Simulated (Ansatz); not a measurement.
Cost and result for the atomization energy of FH₅OSSi₂ (`O[Si](F)([SiH3])S`) (10 atoms, 9 bonds).

```xyz
10

O    -1.8841   -0.6778    0.1999
Si   -0.2598   -0.6441    0.0676
F     0.4294   -1.6046    1.1475
Si    0.4540    1.5448    0.4400
S     0.2542   -1.4215   -1.8537
H    -2.3473   -1.4820   -0.0462
H     1.9337    1.5858    0.3012
H    -0.1583    2.4325   -0.5813
H     0.0747    2.0080    1.8004
H     1.5035   -1.7412   -1.4754
```

The species carries charge 0 and has multiplicity 1. The structure was optimised at the PBE0-D4/def2-TZVP level. It is one conformer, not always the lowest. Program: Ansatz. All runs use 4 threads of an Arm Neoverse V2 on a shared host. Times are those of one run each, without the atoms' runs, and a repeat can differ threefold. Electronic energies, without spin–orbit coupling; frozen cores. CCSD(T)/CBS adds CCSD(T) − MP2 in def2-TZVPP to the MP2 limit, and its time is that of the two runs behind it. T1 = 0.013. B3LYP takes the VWN-RPA correlation (the form of Gaussian; ORCA's B3LYP/G).

CCSD(T)/CBS is a level of theory with its own doubt, some kJ/mol a heavy atom from the limit and from the frozen cores, so smaller differences don't rank the functionals.

| level | functions | wall time | atomization (kcal/mol) | difference from CCSD(T)/CBS | per bond |
| --- | --- | --- | --- | --- | --- |
| PBE-D4/def2-TZVPP (with forces) | 258 | 2.3 s | 822.7 | -1.2 | -0.1 |
| PBE0-D4/def2-TZVPP | 258 | 2.9 s | 809.6 | -14.3 | -1.6 |
| r2SCAN-D4/def2-TZVPP (with forces) | 258 | 4.3 s | 821.7 | -2.2 | -0.3 |
| B3LYP-D4/def2-TZVPP (with forces) | 258 | 4.4 s | 814.6 | -9.3 | -1.0 |
| B2PLYP/def2-TZVPP | 258 | 4.7 s | 806.4 | -17.5 | -1.9 |
| ωB97X-V/def2-TZVPP | 258 | 7.5 s | 825.8 | 1.9 | 0.2 |
| ωB97M-V/def2-TZVPP (with forces) | 258 | 11 s | 822.3 | -1.6 | -0.2 |
| MP2/def2-QZVPP | 474 | 16 s | 826.8 | 2.9 | 0.3 |
| CCSD(T)/def2-TZVPP | 258 | 2.1 min | 797.2 | -26.7 | -3.0 |
| CCSD(T)/CBS(def2) | – | 2.4 min | 823.9 | 0.0 | 0.0 |

The D4 term adds +10.1 kcal/mol with B3LYP and +5.3 kcal/mol with PBE0; it sums over pairs of atoms, weighted by their polarisabilities, and B3LYP, whose exchange is more repulsive, gets the larger term. From PBE to PBE0 (25 % exact exchange), in def2-TZVPP and without D4, the atomization energy moves by −12.2 kcal/mol: exact exchange takes away binding that semilocal exchange gives to molecules. In def2-TZVPP, CCSD(T) changes the Hartree–Fock value by +200.3 kcal/mol (the triples alone add +11.7 kcal/mol) and MP2 by +213.8 kcal/mol; breaking electron pairs costs correlation energy, which Hartree–Fock lacks.
